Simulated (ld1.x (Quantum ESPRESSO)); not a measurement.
## palladium: excitation energies, all-electron against TM

```
Element                 : palladium (Pd)
Generator               : ld1.x (Quantum ESPRESSO) 7.5
Type                    : norm-conserving Troullier–Martins (Kleinman–Bylander form)
Functional              : Wu–Cohen
Relativity              : scalar-relativistic
Frozen core             : [Ar] 3d10 4s2
Valence charge          : 16
Reference configuration : 4p6 4d8 5s0 5p0 (charge +2)
Partial waves           : 5s (bound, empty): rc 1.70 bohr; 4p (bound): rc 1.10 bohr; 4d (bound): rc 1.20 bohr
Local potential         : the d channel
Core correction         : a·sin(br)/r model core, default radius (core density twice the valence density)
```

Energies are relative to the spin-unpolarised reference configuration 4p6 4d8 5s0 5p0; without spin polarisation the order of configurations can differ from experiment. The frozen-core shift is the all-electron ΔE with the core orbitals held at their reference shape minus the fully relaxed ΔE.

```
valence configuration  charge  ΔE all-electron (eV)  error AE − PS (meV)  frozen-core shift (meV)
     4p6 4d10 5s0 5p0       0               -29.948                 -9.2                      +16
      4p6 4d9 5s0 5p0      +1               -20.828                 -3.5                     +7.4
      4p6 4d7 5s0 5p0      +3                34.366                  -13                      +13
     4p5 4d10 5s0 5p0      +1                27.196                  -39                      +33
      4p6 4d6 5s0 5p0      +4                83.713                  -62                      +74
      4p6 4d9 5s1 5p0       0               -28.423                 +6.9                     +3.5
```

Problem. What are ΔE and the potential's error for 4p6 4d9.5 5s0 5p0?

Solution. ΔE = -26.714 eV all-electron; the error (AE − PS) is -6.7 meV.

Note: ghost state, extra bound levels that the all-electron valence spectrum of the same l lacks: s at -102.9 eV. A true bound ghost makes a file unfit for plane-wave use.
